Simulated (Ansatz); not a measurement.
Born–Oppenheimer molecular dynamics of FGeH₄ (6 atoms, charge 0, multiplicity 2). It starts at the highest image of a converged band. Of that band: Neighbouring images differ by up to 1.4 eV, so the band resolves the path poorly. A vibrational analysis at the climbing image gives one clearly imaginary mode, 2059i cm⁻¹: a first-order saddle point.

Theory: Ansatz, UHF/def2-SVP.

* ensemble: NVE (velocity Verlet)
* time step: 0.5 fs
* steps asked: 200
* starting velocities drawn for: 300 K
* seed: 5573

First frame:

```xyz
6
Properties=species:S:1:pos:R:3
Ge 0.001 0.000 0.010
H 0.001 0.000 1.646
H 1.458 0.000 -0.452
H -0.728 1.262 -0.452
H -0.728 -1.262 -0.452
F -0.001 0.000 2.972
```

Task: How far do the bonds stretch over the last three quarters of this one trajectory? (Pairs bonded in most of those frames.)

Result: 
```csv
bond,mean (Å),spread (Å),shortest,longest
Ge1–H2,1.548,0.056,1.46,1.64
Ge1–H3,1.537,0.012,1.51,1.56
Ge1–H4,1.539,0.009,1.52,1.56
Ge1–H5,1.541,0.010,1.52,1.56
```

Mean temperature of the second half: 1286 K. The conserved energy stayed within 0.1 meV per atom of its start (net change -0.037 meV per atom), so the integration is sound. The kinetic energy rose, since the run started high on the potential surface and went downhill. It ends in pieces (F + GeH4), so much of that is their flight and rotation, not heat. A run of 0.1 ps of so small a system gives no equilibrium averages.

Run time: 7.8 min on 1 thread of Arm Neoverse V2 (shared host), peak memory 0.19 GiB.
